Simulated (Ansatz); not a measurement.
**One step, two centres**

1,2-elimination, with the central atom changed down its group and all else kept; in the first member these bonds form or tighten: H–S; these break or loosen: C–H, S–Si.

Gas-phase electronic energies, without zero-point energy, by CCSD(T) at an estimated basis limit (MP2 extrapolated from triple and quadruple zeta, plus CCSD(T) − MP2 in triple zeta); Ansatz 0.2.0, def2-TZVPP and QZVPP, frozen cores, core potentials past krypton, on PBE0-D4/def2-TZVP structures. Extrapolation: Hartree–Fock as exp(−7.88 √X), correlation as X^−2.97. All energies, in eV, count from the reactant; the end structure is reached by relaxing down from the saddle. Brackets give SMILES, or, where every atom is bracketed, only which atoms are joined. Steps whose reference was doubtful or whose search ended elsewhere are left out.

| reactants | products | saddle | end structure | saddle by PBE0-D4/TZ |
| --- | --- | --- | --- | --- |
| CH₆SSi ([CH3][SiH2][SH]) | CH₄Si ([CH2][SiH2]) + H₂S | ? | 2.868 | 3.307 |
| CH₆SSn ([CH3][SnH2][SH]) | CH₄Sn ([CH2][SnH2]) + H₂S | 3.198 | 2.852 | 3.143 |

Problem. What is the height of the saddle for CH₆SSi ([CH3][SiH2][SH])? (An estimate is asked for; the value comes from the calculation.)

Solution. The calculation gives: 3.428 eV relative to the reactant, the higher of the two.

The saddle falls down the group: the larger centre, with longer and weaker bonds, takes on an extra partner at less cost.

Problem. How do the PBE0-D4 saddles lie against the coupled-cluster estimate?

Solution. Both lower, by 0.055 to 0.121 eV.

The T1 diagnostic stays at or below 0.018. The restricted Hartree–Fock reference is unstable towards an unrestricted one at one or more of these structures. The filled d shells of Sn are correlated in sets not built for that, so values that involve them are less sure.

For scale, one of the runs: CCSD(T)/def2-TZVPP, 207 basis functions, launched by `ansatz run in.yaml --threads 4 --pin off --events-out ev --progress --plain --max-ram 9574MiB`. Hardware: 4 CPU threads of an Arm Neoverse V2, shared host. Wall time 73 s; peak host memory 2.9 GiB.
